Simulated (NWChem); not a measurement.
**Atomisation of C4H8Si**

```xyz
13

C      0.5282    -3.0353     0.0000
C     -0.2795    -1.9650     0.0000
C      0.1942    -0.5899     0.0000
C     -0.6032     0.4976     0.0000
Si     0.0266     2.2527     0.0000
H      1.6173    -2.9246     0.0000
H      0.1309    -4.0530     0.0000
H     -1.3668    -2.1083     0.0000
H      1.2854    -0.4618     0.0000
H     -1.6892     0.3280     0.0000
H     -0.4558     2.9987    -1.2050
H      1.5218     2.2395     0.0000
H     -0.4558     2.9987     1.2050
```
Charge 0, spin multiplicity 1.

All runs are NWChem calculations. The geometry was optimised at PBE0/def2-SVP, held to Cs symmetry and with no frequency check, so it may be a saddle point. It is one conformer; others weren't searched.

Basis set: def2-SVP. The atomisation energy is electronic alone: no zero-point, thermal, spin-orbit or counterpoise terms. No value is extrapolated to the basis-set limit. Free atoms are single determinants with multiplicities C 3, Si 3, H 2.

B3LYP has NWChem's definition, with VWN1-RPA local correlation. The structure started from a generated list of species. The stability of the SCF solutions was not checked. Open-shell Hartree-Fock references start from PBE0 orbitals.

Problem. For the atomisation energy, HF gives 933.7 kcal/mol and PBE0 gives 1231.2 kcal/mol. What do B3LYP, PBE, M06-2X give?

Solution. B3LYP: 1220.7 kcal/mol; PBE: 1246.6 kcal/mol; M06-2X: 1225.1 kcal/mol.
